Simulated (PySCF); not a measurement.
H3IrO3, multiplicity 1. Atoms are numbered in the order given.

```xyz
7

Ir    -0.0092     0.0020     0.0000
O     -0.0862     0.9061     1.5966
H      0.8169     1.0957     1.9060
O      0.1496    -1.8285     0.0000
H     -0.7452    -2.2128     0.0000
O     -0.0862     0.9061    -1.5966
H      0.8169     1.0957    -1.9060
```

Geometry: PBE0-D3(BJ)/def2-SVP. The multiplicity is an assumed one; other spin states were not compared. The def2 effective core potentials stand for the cores of Ir; spin–orbit coupling is left out. Other conformers were not sampled.

Level of theory: PBE0-D3(BJ)/def2-SVP run with PySCF 2.14.0.

Frequencies are harmonic and unscaled.

Computed harmonic wavenumbers and intensities:
```csv
mode,ν (cm⁻¹),IR (km/mol),moving atoms (share of kinetic energy)
1,195,1.2,"O 82 %, Ir 10 %"
2,196,0.0,"O 84 %, Ir 8 %"
3,214,3.6,"O 72 %, Ir 19 %, H 10 %"
4,621,147.3,H 92 %
5,689,45.2,"H 91 %, O 9 %"
6,716,105.3,"H 87 %, O 13 %"
7,737,82.5,"O 81 %, Ir 13 %"
8,738,151.9,"O 79 %, Ir 12 %, H 8 %"
9,762,3.6,"O 91 %, H 9 %"
10,981,134.3,"H 89 %, O 11 %"
11,1000,126.8,"H 89 %, O 11 %"
12,1013,11.0,"H 88 %, O 12 %"
13,3723,105.9,H 94 %
14,3731,53.4,H 94 %
15,3735,45.8,H 94 %
```
